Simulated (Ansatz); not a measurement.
Geometry optimisation, Ansatz 0.2.0, RKS PBE0/def2-SVP.

The input (input.yaml):

```yaml
crystal:
  periodic: [false, false, false]
  atoms:
    - { symbol: Si, position_ang: [0.0, 0.0, 0.0] }
    - { symbol: O, position_ang: [1.0382, 0.0, 1.5673] }
    - { symbol: Si, position_ang: [-0.2765, -0.4067, 2.5309] }
    - { symbol: H, position_ang: [-1.2008, -1.2403, 1.7677] }
    - { symbol: H, position_ang: [0.1876, -1.1432, 3.7029] }
    - { symbol: H, position_ang: [-0.9605, 0.8095, 2.9606] }
    - { symbol: H, position_ang: [1.629, 0.0, 0.3193] }
    - { symbol: H, position_ang: [-0.6877, 1.1914, -0.4862] }
    - { symbol: F, position_ang: [-0.7489, -1.2974, -0.5295] }
basis:
  gaussian: { orbitals: def2-SVP }
hamiltonian:
  xc: pbe0
relax:
  f_tol: 0.15
  max_steps: 25
  restrain:
    - { distance: [1, 6], at: 1.01, k: 30.0 }
    - { distance: [0, 1], at: 2.88, k: 30.0 }
    - { distance: [0, 6], at: 2.66, k: 30.0 }
```

Run as:

```bash
$ ansatz run input.yaml --threads 2 --pin off --max-ram 3072MiB --backend cpu --events-out ev --progress --plain --runs-dir out
```

**Question.** Where does it end, and by what steps?

**Answer.** The run converged. The restraints hold the end off the free minimum. After 14 steps the energy has fallen by 1.888 eV (the restraints' own energy left out); Si1 moved furthest, 1.20 Å. Parted: Si1–O2 (1.88 → 2.86 Å). Joined: O2–H7 (1.38 → 0.98 Å).

```csv
step,energy less start (eV),largest force component (eV/Å),accepted
0,0.0000,6.205,yes
1,1.4851,8.806,yes
2,2.3384,8.972,yes
3,0.9663,6.458,yes
4,-0.4513,3.371,yes
5,-1.1825,2.340,yes
6,-1.4516,1.070,yes
7,-1.5621,0.873,yes
8,-1.6196,1.347,yes
9,-1.7679,1.419,yes
10,-1.8121,1.406,yes
11,-1.8657,1.097,yes
12,-1.8690,1.094,yes
13,-1.8762,0.895,yes
14,-1.8882,1.006,yes
```

```xyz
9
Properties=species:S:1:pos:R:3
Si 0.025 0.259 -1.172
O 0.936 0.142 1.536
Si -0.156 -0.392 2.710
H -1.138 -1.345 2.121
H 0.572 -1.069 3.826
H -0.830 0.833 3.213
H 1.359 -0.561 0.994
H -1.109 1.196 -0.704
F -0.677 -1.149 -0.691
```

The run took 32 s on 2 threads of Arm Neoverse V1, with other jobs on the host, peak memory 0.18 GiB.
